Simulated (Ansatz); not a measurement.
A structure relaxed at PBE-D4/def2-SVP in Ansatz, charge 1, doublet:

Cartesian coordinates in Å:
```
Sn 0.655 -0.367 2.446
Sn -0.396 0.865 -2.158
O 1.151 0.413 -0.505
O -0.582 -0.688 0.877
O -1.750 0.514 -0.742
O 0.922 -0.736 0.083
```

Problem. Give its formula.

Solution. Sn2O4⁺.

Problem. Summarise the bond lengths by kind (pairs closer than 1.2 times the sum of covalent radii, bridged metal pairs left out).

Solution. 4 × O–Sn 1.99 to 2.41 Å; 1 × O–O 1.31 Å.

In the def2 sets Sn takes a core potential; there is no spin–orbit coupling. The structure holds one bond between oxygen atoms, so isomers without such links may lie far lower. Another isomer (doublet) lies 3.10 eV lower at PBE0-D4/def2-TZVP; other spin states weren't run for this one.
